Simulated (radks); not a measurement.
Results of a calculation; reference values are marked as such.
Ionisation ladder of beryllium, from Be to Be3+. Each ion is in the ground configuration listed by NIST, and IE = E(next ion) - E(this ion), with E = 0 for the bare nucleus. Code: a radial shooting solver on a logarithmic mesh with Libxc functionals. Model: non-relativistic Kohn-Sham, PBE, spin-unpolarised, spherical densities, point nucleus.

\begin{tabular}{lrrrrrrrrr}
species & configuration & E (hartree) & IE, Delta-SCF (eV) & -e(HOMO) (eV) & HOMO & <r> HOMO (bohr) & IE, NIST (eV) & kind & error (eV) \\ \hline
Be & [He] 2s2 & -14.62995 & 9.549 & 5.609 & 2s & 2.60 & 9.323 & exp. & +0.226 \\
Be+ & [He] 2s1 & -14.27903 & 17.945 & 13.698 & 2s & 2.29 & 18.211 & exp. & -0.266 \\
Be2+ & [He] & -13.61957 & 158.75 & 132.26 & 1s & 0.418 & 153.90 & theory & +4.8 \\
Be3+ & 1s1 & -7.78576 & 211.86 & 185.89 & 1s & 0.384 & 217.72 & theory & -5.9 \\
\end{tabular}

Reference values: NIST Atomic Spectra Database (exp. = measured, semi-emp. = semi-empirical, theory = theoretical value adopted there). The ionisation energy per charge of the ion left behind rises most, in proportion, at Be2+ ([He]), from 8.972 to 52.915 eV. Spin polarisation and multiplet splitting are left out, so open shells lie too high by an amount that depends on their filling.

Beside tabulated values, note that spin-unpolarised runs miss the spin-polarisation part of the exchange energy of open shells.
